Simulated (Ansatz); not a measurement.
Input for Ansatz (a first-principles code): R-B97M-V/def2-TZVPP on C2H4 (SMILES C=C).

Ansatz 0.2 input:
```yaml
crystal:
  periodic: [false, false, false]
  atoms:
    - {symbol: C, position_ang: [-0.66112664, -0.03924660, -0.00466731]}
    - {symbol: C, position_ang: [0.66112664, 0.03924660, 0.00466731]}
    - {symbol: H, position_ang: [-1.28478287, 0.83544969, 0.13534147]}
    - {symbol: H, position_ang: [-1.17489083, -0.98146548, -0.15269761]}
    - {symbol: H, position_ang: [1.28478287, -0.83544969, -0.13534147]}
    - {symbol: H, position_ang: [1.17489083, 0.98146548, 0.15269762]}
basis:
  gaussian:
    orbitals: def2-TZVPP
hamiltonian:
  xc: {name: B97M-V}
scf: {lower_state_search: off}
```

Output:

```
WARN ansatz: RAYON_NUM_THREADS=4 ignored (pool sized by the plan → 4); use --threads N
Functional definition: B97M-V
these checks for a lower state are left out or cut short: stability, starts, cluster_reference, orbital_swaps, neighbouring_geometries, increment
integrals: 0.03 GiB planned
596 factors; their error is unknown
mean field: 0.35 GiB planned
mean field evaluation 1: about -2133.4756 eV, gradient 4.8e1 eV
mean field evaluation 2: about -2129.7078 eV, gradient 6.0e1 eV
mean field evaluation 4: about -2139.2913 eV, gradient 4.6e-1 eV
mean field evaluation 8: about -2139.2817 eV, gradient 2.6e-3 eV
mean field evaluation 16: about -2139.2817 eV, gradient 2.2e-6 eV
mean field -2139.28169633 eV, -78.6171522829 hartree, gradient 2.3e-6 eV, S^2 0.000000; 0 other end points of the search recorded, 0 dependent functions left out
reference -2139.28174115 eV, -78.6171539299 hartree; 8, 8 occupied and 110, 110 virtual orbitals, 596 factors
Total energy: -2139.28174115 eV, -78.6171539299 hartree
Checks for a lower state left out: stability, starts, cluster_reference, orbital_swaps, neighbouring_geometries, increment
```

The calculation finished and met its thresholds.

Cost: roughly 2.7 core-seconds.
